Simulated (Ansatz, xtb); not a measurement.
## C3H5F3OSi: which of two isomers lies lower

Structure I is `FC(F)(F)[C@@H]1O[C@H]1[SiH3]`, a singlet and structure II is `FC(F)(F)[C@@H]1O[C@@H]1[SiH3]`, a singlet. Both are isolated molecules in the gas phase, relaxed with B3LYP/def2-SVP.

Which of the two would you expect CCSD(T)/def2-SVP + ΔMP2/def2-TZVPP electronic energies to favour?

Structure I; the calculation gives E(II) − E(I) = +0.115 eV.

The same difference at several levels:

```csv
level,geometry,E(II) − E(I) (eV),departure from the last row (eV),"job, with rough time for the two"
B3LYP/def2-SVP,B3LYP/def2-SVP,+0.100,−0.015,"optimisation, 98 s"
HF/def2-SVP,B3LYP/def2-SVP,+0.127,+0.012,part of the CCSD(T) run
MP2/def2-SVP,B3LYP/def2-SVP,+0.121,+0.006,part of the CCSD(T) run
CCSD(T)/def2-SVP,B3LYP/def2-SVP,+0.115,0.000,single point
CCSD(T)/def2-SVP + ΔMP2/def2-TZVPP,B3LYP/def2-SVP,+0.115,,"single point, 1.7 min"
```

As drawn, both hold the same kinds of bond in the same numbers.

None of the levels shown reverses the order. The largest departure from CCSD(T)/def2-SVP + ΔMP2/def2-TZVPP is that of B3LYP/def2-SVP, 0.015 eV. Levels run at GFN2-xTB geometries aren't shown. The last row adds to CCSD(T) the change of the MP2 difference between the two basis sets, here 0.000 eV.

With thermal terms from frequencies at re-optimised GFN2-xTB minima (ideal gas, soft modes damped towards free rotors, one conformer each, 298.15 K, 1 atm): the zero-point term adds +0.007 eV; ΔH is +0.117 and ΔG +0.140 eV.

The correlated steps freeze 12 core orbitals. Programs: Ansatz 0.2.0, xtb 6.7.1; the last row on 2 threads of Intel(R) Xeon(R) Platinum 8375C CPU @ 2.90GHz (Ice Lake) on a shared host.
